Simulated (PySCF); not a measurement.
# Interval between two levels of Au³⁺ by level of theory

Au³⁺ [Xe] 4f14 5d8 [3F4, M_J = 4] → Au³⁺ [Xe] 4f14 5d7 6s1 [5F5, M_J = 5], as a difference of total energies. All numbers are calculated (PySCF 2.14, the two-component X2C-1e Hamiltonian, in x2c-TZVPall-2c (11s11p10d2f, 108 functions)). Correlated levels: [Kr] 4d10 4f14 frozen; the 34 highest virtual spinors dropped. "Screened" scales the spin-orbit matrix elements by Boettger's factors to mimic the two-electron term; Breit and QED terms are absent.

```csv
method,interval between two levels (cm⁻¹)
GHF (screened spin-orbit),52156
GMP2 (screened spin-orbit),51084
```

The labels give the starting determinants; with spin-orbit coupling the two ends relaxed to ⟨J²⟩ = 20.01, ⟨L²⟩ = 12.49, ⟨S²⟩ = 2.09 and ⟨J²⟩ = 30.01, ⟨L²⟩ = 13.16, ⟨S²⟩ = 5.68.
